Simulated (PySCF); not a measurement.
dibromo(difluoro)methane (CBr2F2), SMILES FC(F)(Br)Br. Atoms are numbered in the order given.

```xyz
5

F      0.0000     1.0844    -1.4536
C      0.0000     0.0000    -0.6762
F      0.0000    -1.0844    -1.4536
Br    -1.6192     0.0000     0.4317
Br     1.6192     0.0000     0.4317
```
Charge 0, spin multiplicity 1.

Geometry optimised at PBE-D3(BJ)/def2-SVP.

Level of theory: PBE/def2-TZVP in PySCF.

ESP charges are fitted to the potential on shells at 1.4 to 2.0 van der Waals radii. Atomic charges (e):

| atom | ESP fit | Löwdin | IAO |
|---|---|---|---|
| F1 | ___ | 0.23 | -0.22 |
| C2 | ___ | -1.04 | 0.42 |
| F3 | ___ | 0.23 | -0.22 |
| Br4 | ___ | 0.29 | 0.01 |
| Br5 | ___ | 0.29 | 0.01 |

Question: Some entries are withheld; supply them. (Estimate from the structure and the level; the computed values follow.)

Answer: 
- F1, ESP fit: 0.09
- C2, ESP fit: -0.33
- F3, ESP fit: 0.09
- Br4, ESP fit: 0.08
- Br5, ESP fit: 0.08

Question: Give the Mayer and Wiberg (Löwdin basis) orders of the bonds. (An estimate is asked for; the answer gives what the named calculation found.)

Answer: 
```csv
bond,Mayer,Wiberg
F1–C2,1.18,1.85
C2–F3,1.18,1.85
C2–Br4,1.09,1.57
C2–Br5,1.09,1.57
```
